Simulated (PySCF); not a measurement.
Ligands exchanged one at a time, Al Br-SiH3. All species are isolated molecules in the gas phase. Strings in code marks are SMILES.

All values below come from M06-2X/def2-TZVP // B3LYP-D3(BJ)/def2-TZVP in PySCF. Excitations are Tamm–Dancoff values on a coarser integration grid. The basis has no diffuse functions, so Rydberg states are missing or too high.

```tsv
species	T1 excitation (TDA) (eV)	LUMO (eV)	S1 oscillator strength
0 of 3 Br replaced by SiH3	5.67	-0.97	0.000
1 of 3 Br replaced by SiH3	4.27	-1.35	0.017
2 of 3 Br replaced by SiH3 (`[SiH3][Al]([SiH3])[Br]`)	3.18	-1.68	0.000
3 of 3 Br replaced by SiH3 (`[SiH3][Al]([SiH3])[SiH3]`)	2.91	-1.92	0.000
```
